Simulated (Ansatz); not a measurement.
A run for Ansatz (a first-principles code): R-B3LYP/def2-TZVPP on BH5N (SMILES B[NH3+]), atoms moved off the minimum. Charge +1.

Ansatz 0.2 input:
```yaml
crystal:
  periodic: [false, false, false]
  atoms:
    - {symbol: B, position_ang: [0.62672357, 0.13446719, -0.04481365]}
    - {symbol: N, position_ang: [-0.65844163, -0.12399915, 0.03581321]}
    - {symbol: H, position_ang: [1.59257271, -0.62170820, 0.07425804]}
    - {symbol: H, position_ang: [1.56486396, 1.08669082, -0.18509199]}
    - {symbol: H, position_ang: [-1.07799850, -0.02854501, 1.00409725]}
    - {symbol: H, position_ang: [-0.96768038, -0.93977327, -0.40573699]}
    - {symbol: H, position_ang: [-1.15755353, 0.54989425, -0.51659756]}
basis:
  gaussian:
    orbitals: def2-TZVPP
hamiltonian:
  xc: {name: B3LYP}
total_charge: 1
scf: {lower_state_search: off}
output: {forces: true}
```

The log:

```
WARN ansatz: RAYON_NUM_THREADS=1 ignored (pool sized by the plan → 1); use --threads N
Functional definition: B3LYP
these checks for a lower state are left out or cut short: stability, starts, cluster_reference, orbital_swaps, neighbouring_geometries, increment
integrals: 0.03 GiB planned
619 factors; their error is unknown
mean field: 0.36 GiB planned
mean field evaluation 1: about -2226.3956 eV, gradient 8.6e1 eV
mean field evaluation 2: about -2219.5796 eV, gradient 9.6e1 eV
mean field evaluation 4: about -2239.3615 eV, gradient 9.9e-1 eV
mean field evaluation 8: about -2239.3582 eV, gradient 3.8e-1 eV
mean field evaluation 16: about -2239.3584 eV, gradient 2.2e-5 eV
mean field -2239.35838390 eV, -82.2949027168 hartree, gradient 2.3e-6 eV, S^2 0.000000; 0 other end points of the search recorded, 0 dependent functions left out
the calculation of the forces begins
reference -2239.35859235 eV, -82.2949103771 hartree; 8, 8 occupied and 124, 124 virtual orbitals, 619 factors
Total energy: -2239.35859235 eV, -82.2949103771 hartree
Atom 0 at     0.626724     0.134467    -0.044814 Å, force    13.986466     1.996256     0.029275 eV/Å
Atom 1 at    -0.658442    -0.123999     0.035813 Å, force    -7.766113     0.965102     1.151269 eV/Å
Atom 2 at     1.592573    -0.621708     0.074258 Å, force    -1.868256    -0.921840     0.040197 eV/Å
Atom 3 at     1.564864     1.086691    -0.185092 Å, force    -3.324873    -0.238477     0.047713 eV/Å
Atom 4 at    -1.077999    -0.028545     1.004097 Å, force     0.471388    -0.379391    -0.812402 eV/Å
Atom 5 at    -0.967680    -0.939773    -0.405737 Å, force    -0.505689    -2.744401    -0.207812 eV/Å
Atom 6 at    -1.157554     0.549894    -0.516598 Å, force    -0.992922     1.322752    -0.248239 eV/Å
Dipole moment:    -0.653614    -0.073147     0.025766 e Å
Checks for a lower state left out: stability, starts, cluster_reference, orbital_swaps, neighbouring_geometries, increment
```

The run converged.

Cost: about 1.7 core-seconds (a rough figure).
